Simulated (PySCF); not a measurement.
## Static response to an electric field

C₄H₈N₂Si₂.
Cartesian coordinates in Å at the GFN2-xTB level; atoms count from 1:
```xyz
16
C4H8N2Si2 angstrom
C     -2.1657    0.1065   -0.6753
C     -0.7962   -0.2073   -0.1688
C     -0.2483   -1.4251   -0.1910
Si     1.4947   -1.5848    0.4886
N      1.6625    0.1041    0.8922
Si     0.3105    1.1271    0.5806
C      0.7248    2.4258   -0.7046
N      0.9642    3.2257   -1.4892
H     -2.7864    0.4888    0.1353
H     -2.6449   -0.7759   -1.0972
H     -2.1136    0.8805   -1.4411
H     -0.7965   -2.2685   -0.5935
H      2.4955   -1.9791   -0.5062
H      1.5816   -2.4029    1.7027
H      2.5098    0.4595    1.2974
H     -0.1998    1.8345    1.7587
```

Level: CAM-B3LYP/def2-SVPD (PySCF), static field, nuclei fixed, core orbitals frozen in the response. The polarisability tensor in these axes (au):

```
x   101.29  -7.72   4.91
y    -7.72 119.70  -8.13
z     4.91  -8.13  87.60
```

**Question.** Give the principal values, the mean and the anisotropy Δα = √{½[(α1 − α2)² + (α2 − α3)² + (α1 − α3)²]}.

**Answer.** Principal values 85.03, 98.71 and 124.85 au; mean 102.86 au = 15.24 Å³ = 16.96 × 10⁻⁴⁰ C²·m²/J; Δα = 35.04 au (34 % of the mean).

**Question.** What is the dipole moment, and where does it point?

**Answer.** (-0.94, -2.88, 2.32) D, 3.82 D in size, pointing from the negative to the positive side. Measured along this direction, the outermost atoms are N8 at the negative end and H14 at the positive end.

**Question.** What are the principal values of the traceless quadrupole moment, Θ = ½Σq(3rr − r²1), about the centre of nuclear charge?

**Answer.** -20.43, 5.98, 14.45 D·Å. The values depend on the origin, since the dipole doesn't vanish. The electronic extent ⟨r²⟩ about the same centre is 1415 bohr², a root-mean-square distance of 2.31 Å for the 74 electrons.

**Question.** How large is μ²/3kT at 298 K beside α?

**Answer.** In Gaussian units μ²/3kT = 118.14 Å³ against 15.24 Å³, a ratio of 7.75; the Debye molar polarisation (4π/3)N_A(α + μ²/3kT) is 336.5 cm³/mol, leaving out the vibrational part.

**Question.** Estimate the molar refractivity from the static electronic polarisability.

**Answer.** Lorentz–Lorenz: R = (4π/3)N_A α = 2.5225 cm³/(mol·Å³) × 15.24 Å³ = 38.5 cm³/mol, in the limit of long wavelengths.

Geometry: GFN2-xTB; no solvent, vibrations or thermal averaging.
